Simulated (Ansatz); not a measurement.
A search over several starts for the lowest SCF solution of Ta2P2⁻ at the given spin, in a small basis.

```yaml
crystal:
  periodic: [false, false, false]
  atoms:
    - {symbol: Ta, position_ang: [-0.683303, -0.038461, -1.269156]}
    - {symbol: Ta, position_ang: [0.121871, 1.393326, 0.350599]}
    - {symbol: P, position_ang: [1.339220, -0.626707, -0.112871]}
    - {symbol: P, position_ang: [-0.777778, -0.728158, 1.031429]}
basis:
  gaussian: {orbitals: def2-SVP}
total_charge: -1
magnetization: {spin_polarized: true, initial_magnetization: 1}
hamiltonian: {xc: pbe0, dispersion: d4}
output: {orbitals: {seedname: orbitals}}
```

```sh
$ ansatz run in.yaml --threads 4 --pin off --events-out ev --progress --plain --max-ram 3916MiB
```

Shortened log:

```
Functional definition: PBE0
950 factors; integrals over basis functions are off by at most 6.4e-4 eV
mean field evaluation 1: about -21661.4578 eV, gradient 2.7e1 eV
mean field evaluation 2: about -21609.9939 eV, gradient 8.8e1 eV
mean field evaluation 4: about -21665.2336 eV, gradient 7.8e0 eV
mean field evaluation 8: about -21665.7509 eV, gradient 4.9e-1 eV
mean field evaluation 16: about -21665.7628 eV, gradient 3.7e-3 eV
mean field evaluation 32: about -21665.7628 eV, gradient 7.7e-5 eV
mean field evaluation 64: about -21665.2684 eV, gradient 3.2e-1 eV
mean field -21665.76283221 eV, -796.2020985020 hartree, gradient 2.9e-5 eV, S^2 0.786878; 7 other end points of the search recorded, 0 dependent functions left out
reference -21665.76285824 eV, -796.2020994588 hartree; 29, 28 occupied and 71, 72 virtual orbitals, 950 factors
Total energy: -21665.96950163 eV, -796.2096934633 hartree
```

It took 9.5 s on 4 threads of Arm Neoverse V1 on a shared host.

In the def2 sets Ta takes a core potential; there is no spin–orbit coupling. The highest occupied level of the charge -1 doublet lies above zero (up to 0.32 eV). By energy differences its removal costs 1.06 eV (vertical, to the charge 0 singlet, at PBE0-D4/def2-TZVPD). The structure comes from a short search, and lower isomers may exist.
